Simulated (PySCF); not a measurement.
**From computed data to an observable: chemical shift, span and skew from a shielding tensor**

Al(H)(Me)(OH) (CH5AlO), SMILES [CH3][AlH][OH]. Atoms are numbered in the order given.

```xyz
8

Al     0.4757     0.1155     0.0000
H      2.0432     0.3769     0.0000
C     -0.3342    -1.6477     0.0000
H     -0.0221    -2.2244     0.8767
H     -1.4252    -1.5956     0.0000
H     -0.0221    -2.2244    -0.8767
O     -0.5642     1.4615     0.0000
H     -0.2391     2.3602     0.0000
```
Charge 0, spin multiplicity 1.

Geometry optimised at PBE0-D3(BJ)/def2-TZVP. The values are those of a single conformer.

GIAO shieldings from B3LYP/pcSseg-2 (PySCF), non-relativistic, no solvent. The symmetric part of the tensor of C3 has the principal values 182.5, 191.7, 202.0 ppm. The same nucleus in TMS has σ = 181.3 ppm at this level (PySCF, at its B3LYP-D3(BJ)/def2-TZVP geometry).

Task: Work out the isotropic shielding, the ¹³C shift against TMS, the span and the skew.

Result: 
σ(iso) = (σ11 + σ22 + σ33)/3 = 192.1 ppm. δ = σ(ref) − σ(iso) = 181.3 − (192.1) = -10.8 ppm.
Span Ω = σ33 − σ11 = 19.5 ppm. Skew κ = 3(σ(iso) − σ22)/Ω = 0.06. Tumbling in solution averages the tensor to δ; in a static solid the shielding alone would spread this spin-1/2 line over Ω.
